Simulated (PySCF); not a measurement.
**Electron correlation in Co¹⁴⁺ (cobalt, charge +14)**

[Ne] 3s2 3p1, 2P determinant. Computed with PySCF 2.14 in an uncontracted even-tempered set (19 s from 0.81 bohr⁻², ratio 2.5; 12 p from 1.1 bohr⁻², ratio 2.5; 5 d from 5.6 bohr⁻², ratio 2.7; 4 f from 8.5 bohr⁻², ratio 2.7), with scalar relativity by spin-free X2C-1e. Frozen: 1s2; 11 electrons correlated; the 22 highest virtual orbitals of each spin left out.

```json
{"level": "CCSD", "correlation energy (mhartree)": "-444.73"}
{"level": "(T)", "correlation energy (mhartree)": "-2.45"}
{"level": "CCSD(T)", "correlation energy (mhartree)": "-447.18"}
```

Diagnostics: T1 = 0.0023, D1 = 0.0100, largest double amplitude 0.085.

Cost of the coupled-cluster step: roughly 50 core-seconds, for 11 correlated electrons.

Iterations:

```
CC2 = 0
CCSD nocc = (np.int64(6), np.int64(5)), nmo = (85, 85)
frozen orbitals [[0, 86, 87, 88, 89, 90, 91, 92, 93, 94, 95, 96, 97, 98, 99, 100, 101, 102, 103, 104, 105, 106, 107], [0, 86, 87, 88, 89, 90, 91, 92, 93, 94, 95, 96, 97, 98, 99, 100, 101, 102, 103, 104, 105, 106, 107]]
max_cycle = 100
direct = 0
conv_tol = 1e-08
conv_tol_normt = 1e-06
diis_space = 8
diis_start_cycle = 0
Init t2, MP2 energy = -0.421028355608853
Init E_corr(UCCSD) = -0.421028355609715
cycle = 1  E_corr(UCCSD) = -0.43704797918704  dE = -0.0160196236  norm(t1,t2) = 0.0289613
cycle = 2  E_corr(UCCSD) = -0.442085300194575  dE = -0.00503732101  norm(t1,t2) = 0.0104817
cycle = 3  E_corr(UCCSD) = -0.444750638165702  dE = -0.00266533797  norm(t1,t2) = 0.00395453
cycle = 4  E_corr(UCCSD) = -0.444733233720637  dE = 1.74044451e-05  norm(t1,t2) = 0.000225029
cycle = 5  E_corr(UCCSD) = -0.444735019104855  dE = -1.78538422e-06  norm(t1,t2) = 1.53347e-05
cycle = 6  E_corr(UCCSD) = -0.44473473315953  dE = 2.85945325e-07  norm(t1,t2) = 1.67835e-06
cycle = 7  E_corr(UCCSD) = -0.44473469695917  dE = 3.62003602e-08  norm(t1,t2) = 3.53032e-07
cycle = 8  E_corr(UCCSD) = -0.444734704019871  dE = -7.06070119e-09  norm(t1,t2) = 4.04898e-08
UCCSD converged
E(UCCSD) = -1302.351409033657  E_corr = -0.4447347040198709
UCCSD(T) correction = -0.00245088374304748
```
